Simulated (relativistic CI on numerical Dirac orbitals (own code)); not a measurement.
## Hyperfine structure of Co15+, mass number 60

Calculated at this level of theory: Dirac-Coulomb-Breit CI, KLI orbitals optimised for each configuration, a model potential for QED, unscaled Slater integrals (own radial code, finite nucleus).

Configurations in the expansion (outside the closed core [Ne]): 3s2, 3s.3p, 3p2, 3s.3d, 3d2, 3p.3d, 3p.4s, 3s.4s, 3d.4s, 3s.4p, 3s.4d, 3s.4f, 3s.5s, 3s.5p, 3s.5d, 4s2. Levels of other configurations are missing.

Nuclear spin I = 5, μ = 3.799 μN, Q = 0.46 b (tables of Stone and Pyykkö). The electronic factors are computed for point nuclear moments, without core polarisation or the Bohr-Weisskopf and QED corrections.

```
      Level   E (eV)  A (MHz)  B (MHz)
3s.3p 3P°_1  31.5913    34150    -2480
3s.3p 3P°_2  33.7263    23300     4940
3s.3p 1P°_1  47.2395     2629     4810
   3p2 1D_2  74.2615     8009     5840
   3p2 3P_1  75.0394   -354.9     2460
   3p2 3P_2  77.6117     4052    -2780
 3s.3d 3D_1  90.2553   -17670      350
 3s.3d 3D_2  90.4137     8143      500
```

Levels with J = 0, under 50 % of one LS term, or S terms without an open s electron are left out. Small factors come from cancelling terms and can be off by tens of per cent or more.

At this charge energies of transitions that change n are usually good to better than 1 %, and those within a shell (Δn = 0) to a few per cent.

(1) Give the hyperfine levels of 3s.3p 3P°_1 relative to its centre of gravity.

Answers

(1) With K = F(F + 1) − I(I + 1) − J(J + 1), E = AK/2 + B[¾K(K + 1) − I(I + 1)J(J + 1)]/[2I(2I − 1)J(2J − 1)]: F = 4: -206000, F = 5: -32530, F = 6: 170100 MHz.

LS names give the leading component of a level, which can be under half, so a name can repeat, a term be missing and a line seem to break the LS rules.
